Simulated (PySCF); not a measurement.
Species: beryllium trimer, Be₃.
Geometry (PBE0-D3(BJ)/def2-SVP, Å), atoms numbered from 1 in this order:
```
atom  x, y, z in Å
Be1   -0.9375   -0.8571   -0.0307
Be2   -0.2408    1.2441   -0.0256
Be3    1.2306   -0.4078    0.0318
```

Level: PBE0/pcSseg-1 and B3LYP/def2-SVPD in PySCF, non-relativistic, on one gas-phase PBE0-D3(BJ)/def2-SVP geometry that isn't relaxed in the solvent. The solvent is an IEF-PCM continuum (Bondi radii, 1.10 Å for H, scaled by 1.2). The model holds no explicit solvent molecules, cavitation or dispersion.

Gas phase at PBE0/pcSseg-1: HOMO -5.62 eV, LUMO -2.95 eV, dipole 0.00 D.

Task: What does the continuum do to the energy, the frontier levels and the dipole at PBE0/pcSseg-1 in dichloromethane and dimethylsulfoxide?

Result: 
| solvent | ε | E(solvent) − E(gas) (kcal/mol) | polarisation term (kcal/mol) | distortion of the solute (kcal/mol) | HOMO (eV) | LUMO (eV) | dipole (D) |
| --- | --- | --- | --- | --- | --- | --- | --- |
| dichloromethane | 8.93 | -3.04 | -3.36 | 0.32 | -5.13 | -2.32 | 0.01 |
| dimethylsulfoxide | 46.83 | -3.63 | -4.11 | 0.48 | -5.09 | -2.25 | 0.01 |

The first energy column is the sum of the next two and covers electrostatics alone. From dichloromethane to dimethylsulfoxide the lowering changes by a factor 1.19, Onsager's factor (ε − 1)/(2ε + 1) by 1.15 and ε itself by 5.2. Charge and dipole vanish, so a point-dipole model would give no lowering at all.

Gas phase at B3LYP/def2-SVPD: HOMO -5.38 eV, LUMO -3.06 eV, dipole 0.00 D.

Task: What does the continuum do to the energy, the frontier levels and the dipole at B3LYP/def2-SVPD in dichloromethane?

Result: 
```json
{"solvent": "dichloromethane", "ε": "8.93", "E(solvent) − E(gas) (kcal/mol)": "-3.20", "polarisation term (kcal/mol)": "-3.59", "distortion of the solute (kcal/mol)": "0.39", "HOMO (eV)": "-4.92", "LUMO (eV)": "-2.45", "dipole (D)": "0.01"}
```

Task: How does the static polarisability (B3LYP/def2-SVPD, frozen core, with the continuum's full static response) change?

Result: 
```json
{"medium": "gas", "isotropic (au)": "130.1", "principal values (au)": "74.2, 158.0, 158.0", "⟨r²⟩ of the electrons (bohr²)": "116.8"}
{"medium": "dichloromethane", "isotropic (au)": "309.8", "principal values (au)": "123.0, 403.2, 403.3", "⟨r²⟩ of the electrons (bohr²)": "116.5"}
```

The isotropic value in dichloromethane is 2.38 times the gas-phase one; no cavity-field correction is applied. ⟨r²⟩ is taken about the centre of nuclear charge.
